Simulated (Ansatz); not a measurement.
C$_{4}$H$_{12}$O$_{4}$Si (SMILES CO[Si](OC)(OC)OC), singlet, geometry from GFN2-xTB; R2SCAN/def2-SVP (Ansatz, a program for electronic structure).

Here is a job for Ansatz.
Ansatz 0.2 input:
```yaml
crystal:
  periodic: [false, false, false]
  atoms:
    - {symbol: C, position_ang: [0.01132832, -2.16832170, -1.64339231]}
    - {symbol: O, position_ang: [-0.15947850, -0.79330200, -1.40874417]}
    - {symbol: Si, position_ang: [0.00000000, 0.00000000, -0.00000000]}
    - {symbol: O, position_ang: [-0.54059093, 1.50681021, -0.27677793]}
    - {symbol: C, position_ang: [-1.72004917, 1.88715583, -0.93944629]}
    - {symbol: O, position_ang: [-0.80554751, -0.88398526, 1.09953848]}
    - {symbol: C, position_ang: [-0.82335663, -0.71038489, 2.49397731]}
    - {symbol: O, position_ang: [1.50561694, 0.17047705, 0.58598362]}
    - {symbol: C, position_ang: [2.53207748, 0.99155076, 0.08886129]}
    - {symbol: H, position_ang: [-0.59501310, -2.75220609, -0.95040072]}
    - {symbol: H, position_ang: [1.05893449, -2.45127740, -1.52070063]}
    - {symbol: H, position_ang: [-0.30351537, -2.36603749, -2.66859220]}
    - {symbol: H, position_ang: [-1.69349030, 2.97103348, -1.05673554]}
    - {symbol: H, position_ang: [-2.59743634, 1.60321196, -0.35449886]}
    - {symbol: H, position_ang: [-1.77920041, 1.40987983, -1.91797425]}
    - {symbol: H, position_ang: [0.19287810, -0.67592774, 2.88753531]}
    - {symbol: H, position_ang: [-1.33613017, 0.21675195, 2.75869686]}
    - {symbol: H, position_ang: [-1.35788789, -1.55923627, 2.92173956]}
    - {symbol: H, position_ang: [2.87463202, 0.63131349, -0.88349737]}
    - {symbol: H, position_ang: [2.18133540, 2.01825400, -0.01916034]}
    - {symbol: H, position_ang: [3.35489356, 0.95424029, 0.80358818]}
basis:
  gaussian:
    orbitals: def2-SVP
hamiltonian:
  xc: r2scan
magnetization: {spin_polarized: true}
```

The log (banner, timings and long lists left out):

```
Functional definition: r2SCAN
2096 factors; their error is unknown
mean field evaluation 1: about -20377.8150 eV, gradient 6.3e1 eV
mean field evaluation 2: about -20363.3024 eV, gradient 8.8e1 eV
mean field evaluation 4: about -20393.7842 eV, gradient 3.0e0 eV
mean field evaluation 8: about -20393.8300 eV, gradient 3.0e-2 eV
mean field evaluation 16: about -20393.7324 eV, gradient 2.2e-5 eV
mean field -20393.73239418 eV, -749.4558421179 hartree, gradient 2.2e-5 eV, S^2 0.000000; 0 other end points of the search recorded, 0 dependent functions left out
reference -20393.73241066 eV, -749.4558427233 hartree; 41, 41 occupied and 149, 149 virtual orbitals, 2096 factors
Total energy: -20393.73241066 eV, -749.4558427233 hartree
```
